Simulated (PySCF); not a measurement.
Radial density of Sb (antimony, neutral)

B3LYP, [Kr] 4d10 5s2 5p2 6s1, 6s spin antiparallel (an excited configuration). Computed with PySCF 2.14 in aug-cc-pVQZ-PP with one added diffuse shell each of s, p, d, f, g type with ECP28MDF (8s8p6d4f3g, 117 functions), with a scalar-relativistic core potential. This is the valence pseudo-density: the core potential removes the inner electrons and smooths the orbitals near the nucleus.

```csv
r (bohr),4πr²ρ (e/bohr),4πr²(ρα − ρβ)
0.00408,2.596e-05,0.0000
0.00686,6.575e-05,0.0000
0.0115,0.0001495,0.0000
0.0194,0.0003038,0.0000
0.0326,0.0005115,0.0000
0.0549,0.0008184,0.0000
0.0923,0.002701,0.0000
0.155,0.02629,0.0001
0.261,0.4071,0.0019
0.439,6.536,0.0505
0.739,24.50,0.1196
1.24,10.52,0.0780
2.09,2.803,0.9150
3.52,0.6836,0.3869
5.92,0.2191,-0.1733
9.95,0.05167,-0.0515
16.7,0.0008121,-0.0008
```

Energies and moments cover only the electrons outside the core potential. The outer electron is Rydberg-like, and this basis confines it to a smaller radius and binds it less than a complete one would. With the s spin flipped the determinant is a mixture of two multiplicities, not a spectroscopic state.
